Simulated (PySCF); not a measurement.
Species: dibromo(difluoro)germane, sum formula GeBr2F2, charge 0, multiplicity 1. SMILES: [F][Ge]([F])([Br])[Br]
Geometry: optimised at B3LYP-D3(BJ)/def2-TZVP (Ansatz).

Dispersion corrections to the total energy (kcal/mol) from the dftd3 and dftd4 libraries through PySCF: D3(BJ) without and D4 with the three-body term, each with the damping fitted for the functional named.

```json
[
 {"functional": "PW6B95", "D3(BJ)": "-2.56", "D4": "-3.11"},
 {"functional": "BHLYP", "D3(BJ)": "?", "D4": "-6.37"},
 {"functional": "TPSSh", "D3(BJ)": "-4.16", "D4": "?"},
 {"functional": "PBE", "D3(BJ)": "-3.21", "D4": "?"},
 {"functional": "HF", "D3(BJ)": "-24.77", "D4": "-12.31"},
 {"functional": "BP86", "D3(BJ)": "-6.66", "D4": "-5.94"},
 {"functional": "B2PLYP", "D3(BJ)": "-3.59", "D4": "-2.87"}
]
```

### Question
What belongs in the gaps?

### Answer

- BHLYP, D3(BJ): -6.02
- TPSSh, D4: -4.99
- PBE, D4: -4.13
